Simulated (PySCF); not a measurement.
**Zn⁺ (zinc, charge +1) across methods**

[Ar] 3d9 4s2, 2D determinant (an excited configuration). All numbers are calculated (PySCF 2.14, scalar relativity by spin-free X2C-1e, in aug-cc-pVTZ-DK (8s7p5d3f2g, 93 functions)). The B2PLYP total includes its PT2 part (frozen core); its orbital energies are those of the SCF part.

```tsv
method	E (hartree)	mean ε 3d β (eV)	mean ε 4s α (eV)	mean ε 4s β (eV)	Σ⟨r²⟩ (bohr²)	⟨S²⟩
UHF	-1793.73310	-37.421	-18.654	-18.401	25.76	0.751
PBE0	-1795.044	-28.898	-16.879	-16.660	25.30	0.751
M06	-1795.300	-28.935	-17.449	-17.167	25.02	0.751
revPBE	-1795.197	-25.704	-15.906	-15.689	25.34	0.751
B2PLYP	-1795.010	-32.077	-17.635	-17.426	25.46	0.751
MN15	-1796.480	-30.309	-17.665	-17.503	25.56	0.751
PBE	-1795.036	-25.768	-16.008	-15.791	25.30	0.751
r2SCAN	-1795.258	-26.304	-16.270	-16.050	25.22	0.751
LDA	-1792.267	-26.041	-16.315	-16.106	25.17	0.750
```
